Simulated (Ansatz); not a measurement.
Saddle point of AlH2BrF2, closed shell (AlHF₂ ([F][AlH][F]) + HBr → AlBrF₂ ([F][Al]([F])[Br]) + H₂; bonds formed: H2–H5; dative contacts that become bonds: Al1–Br6; bonds broken: Al1–H2, H5–Br6), PBE0-D4/def2-TZVP structure:

```xyz
6
angstrom
Al -0.3800 0.4725 0.1781
H 0.4268 0.4575 -1.2388
F 0.2281 1.4522 1.3427
F -1.9834 0.1432 0.0974
H 0.8700 -0.7421 -0.7650
Br 0.8386 -1.7835 0.3855
```

Energies are electronic, without zero-point energy. Barriers and step energies count from the start structure reached by relaxing down the imaginary mode; all methods use the PBE0-D4 structures, on which another method's saddle can fall below an end. Ansatz 0.2.0; basis: def2-TZVPP, with def2-QZVPP for the basis limit; cores frozen in the correlated methods. Filled d shells of the heavier atoms are correlated. The def2 sets are not built for correlating such inner shells, so the correlated values are less sure here. B3LYP uses VWN-RPA correlation. Extrapolation: Hartree–Fock as exp(−7.88 √X), correlation as X^−2.97.

```csv
method,barrier (kJ/mol),step energy (kJ/mol)
SPW92,10.0,-96.0
PBE-D4,21.2,-102.9
BLYP-D4,31.2,-102.2
r2SCAN-D4,24.0,-112.7
B97M-V,37.6,-96.2
PBE0-D4,30.2,-106.4
B3LYP-D4,37.7,-104.8
r2SCAN0-D4,?,-113.5
BHLYP-D4,49.0,-108.2
CAM-B3LYP-D4,43.9,-102.4
wB97X-V,45.8,-104.6
wB97M-V,?,-105.6
B2PLYP,41.1,-108.3
PBE-QIDH,38.2,-111.6
RPA on PBE,47.3,-97.4
HF,73.3,-111.7
MP2,?,-114.2
CCSD,50.5,-105.4
CCSD(T),45.3,-106.1
```

(1) Fill in the withheld barriers. (To be estimated.)

T1 diagnostic: at most 0.011.

## Answers

(1) By the calculation: MP2 41.3; r2SCAN0-D4 31.7; wB97M-V 45.0 kJ/mol. Each is the energy of the saddle less that of the start structure, by the same method.

For comparison, the barrier by CCSD(T) at an estimated basis limit (MP2 extrapolated from triple and quadruple zeta, plus CCSD(T) − MP2 in triple zeta) is 43.9 kJ/mol.

Labels in which every atom is bracketed show which atoms are joined, not bond orders.

For scale, one of the runs: CCSD(T)/def2-TZVPP, 180 basis functions (an equivalent command: `ansatz run in.yaml --threads 4`). Time: 46 s of wall clock on 4 CPU threads; the host was shared. Peak host memory: 1.8 GiB.
